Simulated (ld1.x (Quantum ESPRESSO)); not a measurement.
## Building the ultrasoft potential for sulfur (PBEsol, non-relativistic).

* Element: sulfur
* Generator: ld1.x (Quantum ESPRESSO) 7.5
* Type: ultrasoft
* Functional: PBEsol
* Relativity: non-relativistic
* Frozen core: [Ne]
* Valence charge: 6
* Reference configuration: 3s2 3p4
* Partial waves: 3s (bound): rcut 1.25, rcutus 1.45 bohr; 3s channel at -0.55 Ry: rcut 1.25, rcutus 1.45 bohr; 3p (bound): rcut 1.25, rcutus 1.45 bohr; 3p channel at 0.45 Ry: rcut 1.25, rcutus 1.45 bohr; 3d channel at 0.2 Ry: rcut 1.05, rcutus 1.45 bohr; 3d channel at 0.55 Ry: rcut 1.05, rcutus 1.45 bohr
* Local potential: all-electron potential smoothed inside 1.15 bohr (lloc = -2)
* Core correction: Bessel-smoothed model core inside 0.70 bohr
* Augmentation charge: PSQ, radius 0.95 bohr

Q: Does the generator finish with these settings?

A: Yes, a potential is produced and its reference levels are reproduced.

Q: Estimate the cutoffs (Ry, on a coarse ladder) from which the occupation-weighted sum of valence levels, in a spherical-Bessel basis at the reference potential, stays within 10 and 1 mRy of its value at 400 Ry.

A: 18 Ry and 35 Ry.

Q: What does a ghost test show?

A: No extra level below or beside the all-electron valence levels (s, p, d, f tested).

Q: Is the overlap operator S = 1 + Σ q|β⟩⟨β| positive definite (Bessel basis up to 400 Ry)?

A: Yes: its lowest eigenvalue is 0.45 (s channel).

Q: Tests: 3s2 3p3; 3s2 3p2; 3s2 3p1; 3s2 3p0; 3s2 3p4.3; 3s2 3p3.5; 3s1 3p5. Which has the largest error in its energy relative to the reference configuration, and how large is it?

A: 3s2 3p0, with -12 meV (all-electron minus pseudo) on +114.77 eV.
